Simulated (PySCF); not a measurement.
# Nuclear quadrupole coupling in [Si(OH)6]2-

Species: [Si(OH)6]2- (charge -2).
Structure used (PBE0-D3(BJ)/def2-SVP), in Å, numbered top down from 1:
```
atom  x, y, z in Å
Si1    0.0037   -0.0014    0.0012
O2     0.0157   -0.0404    1.8323
H3    -0.0872   -1.0006    1.8708
O4    -0.0082    0.0344   -1.8285
H5     0.0889    0.9948   -1.8711
O6     1.8329   -0.0266    0.0480
H7     1.8683    0.0602    1.0099
O8    -1.8269    0.0229   -0.0426
H9    -1.8661   -0.0853   -1.0019
O10   -0.0293    1.8281   -0.0181
H11   -0.9903    1.8714    0.0738
O12    0.0341   -1.8325    0.0202
H13    0.9949   -1.8771   -0.0718
```

Field gradients from the PBE0/pcSseg-1 density (PySCF, non-relativistic), principal values in atomic units, ordered |Vxx| ≤ |Vyy| ≤ |Vzz|:

| atom | Vxx | Vyy | Vzz |
| --- | --- | --- | --- |
| O2 | -0.1379 | -1.2435 | 1.3814 |
| O4 | -0.1395 | -1.2458 | 1.3852 |
| O6 | -0.1388 | -1.2426 | 1.3814 |
| O8 | -0.1395 | -1.2460 | 1.3855 |
| O10 | -0.1387 | -1.2439 | 1.3826 |
| O12 | -0.1392 | -1.2447 | 1.3840 |

Problem. Find the asymmetry η = (Vxx − Vyy)/Vzz and the couplings χ = eQV/h (234.96 MHz × Q in barn × V in au), with Q(17O) = −0.0256 b.

Solution. 
```tsv
atom	environment	nucleus	η	χzz (MHz)	χxx (MHz)	χyy (MHz)
O2	oxygen bonded to Si and H	17O	0.80	-8.31	0.83	7.48
O4	oxygen bonded to Si and H	17O	0.80	-8.33	0.84	7.49
O6	oxygen bonded to Si and H	17O	0.80	-8.31	0.84	7.47
O8	oxygen bonded to Si and H	17O	0.80	-8.33	0.84	7.49
O10	oxygen bonded to Si and H	17O	0.80	-8.32	0.83	7.48
O12	oxygen bonded to Si and H	17O	0.80	-8.32	0.84	7.49
```

The tensor is traceless: Vxx + Vyy + Vzz = 0.

Problem. What is Vzz at O10 in SI units (1 au = 9.71736 × 10²¹ V/m²)?

Solution. 1.3826 au = 13.436 × 10²¹ V/m².

Problem. And the gradient at the other heavy atoms, for which no coupling is worked out here?

Solution. 
| atom | environment | Vzz (au) | η |
| --- | --- | --- | --- |
| Si1 | silicon bonded to 6 O | -0.056 | 0.01 |

Whether so highly charged an anion holds all its electrons in the gas phase wasn't checked; a finite basis holds them in any case. No counter-ion or solvent screens the charge of this multiply charged ion. The pcSseg-1 basis has no diffuse functions, a weakness for an anion. The HOMO energy is positive at this level (+2.61 eV), so the outermost electrons may be held by the finite basis alone. With a basis this small, the couplings can be 20 % off.

These values come from a run that also computed NMR shieldings. The run took 59 s of wall time (with the writing of density and orbital grids) on one thread of an Intel Xeon at 2.50 GHz, shared host with 64 logical CPUs at a one-minute load of 48, and the process peaked at 0.89 GiB of memory.
